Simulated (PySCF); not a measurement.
Electron correlation in Ar⁺ (argon, charge +1)

[Ne] 3s2 3p5, 2P determinant. All numbers are calculated (PySCF 2.14, no relativity, point nucleus, in dyall-av2z). Frozen: [Ne]; 7 electrons correlated; the 16 highest virtual orbitals of each spin left out.

| level | correlation energy (mhartree) |
| --- | --- |
| CCSD | -146.28 |
| (T) | -1.93 |
| CCSD(T) | -148.21 |
| CCSDT | -148.47 |

Diagnostics: T1 = 0.0051, D1 = 0.0184, largest double amplitude 0.044.

Q: Is a single reference adequate?

A: Yes: T1 lies below 0.03 and no double amplitude reaches 0.07.
